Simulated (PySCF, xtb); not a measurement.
## GeH6OP+: which of two isomers lies lower

We compare I, `[PH3+][O][GeH3]`, a singlet, with II, `[OH][GeH2][PH3+]`, a singlet. Both are isolated ions in the gas phase, relaxed with PBE0-D4/def2-SVP; the shapes shown needn't be the lowest conformers.

I (Å):

```xyz
9

Ge    1.1799   -1.6079   -1.2743
O    -0.6743   -1.3479   -1.0421
P    -1.8430   -1.4300   -0.0433
H    -3.0466   -1.0701   -0.6810
H    -1.6972   -0.5683    1.0672
H    -2.0374   -2.7229    0.4932
H     1.3237   -1.2553   -2.7471
H     1.3574   -3.0803   -0.9070
H     1.7816   -0.6206   -0.2759
```

II (Å):

```json
{"atom": "Ge", "x (Å)": "0.1465", "y (Å)": "-0.5788", "z (Å)": "-0.5765"}
{"atom": "O", "x (Å)": "1.1568", "y (Å)": "-1.6614", "z (Å)": "-1.5173"}
{"atom": "P", "x (Å)": "-1.5045", "y (Å)": "-2.2836", "z (Å)": "-0.2990"}
{"atom": "H", "x (Å)": "1.9982", "y (Å)": "-1.3234", "z (Å)": "-1.8529"}
{"atom": "H", "x (Å)": "-0.5549", "y (Å)": "0.5271", "z (Å)": "-1.3649"}
{"atom": "H", "x (Å)": "0.6392", "y (Å)": "-0.2725", "z (Å)": "0.8377"}
{"atom": "H", "x (Å)": "-1.9813", "y (Å)": "-2.7520", "z (Å)": "-1.5428"}
{"atom": "H", "x (Å)": "-2.6582", "y (Å)": "-1.9405", "z (Å)": "0.4397"}
{"atom": "H", "x (Å)": "-0.9732", "y (Å)": "-3.4229", "z (Å)": "0.3440"}
```

Quicker runs give these differences E(II) − E(I): GFN2-xTB +0.381 eV; HF/STO-3G −1.930 eV (at GFN2-xTB geometries).

Estimate E(II) − E(I) at the level PBE0-D4/def2-SVP.

Calculated at PBE0-D4/def2-SVP: E(II) − E(I) = −0.110 eV, so structure II lies lower.

The same difference at several levels:

```csv
level,geometry,E(II) − E(I) (eV),departure from the last row (eV),"job, with rough time for the two"
GFN2-xTB,GFN2-xTB,+0.381,+0.491,"optimisation, 0.16 s"
HF/STO-3G,GFN2-xTB,−1.930,−1.820,"single point, 1.4 s"
r2SCAN-D4/def2-SVP,GFN2-xTB,−0.151,−0.041,"single point, 19 s"
PBE0-D4/def2-SVP,PBE0-D4/def2-SVP,−0.110,,"optimisation, 92 s"
```

As drawn, II has 1 Ge–P, 1 O–H in place of 1 O–P, 1 Ge–H.

GFN2-xTB puts the two in the other order. The largest departure from PBE0-D4/def2-SVP is that of HF/STO-3G, 1.820 eV. No coupled-cluster energies are at hand for both structures. No reliable frequencies are at hand for I, so it isn't confirmed as a minimum.

Run with PySCF 2.14.0, xtb 6.7.1; the last row on 2 threads of Arm Neoverse V2 on a shared host.
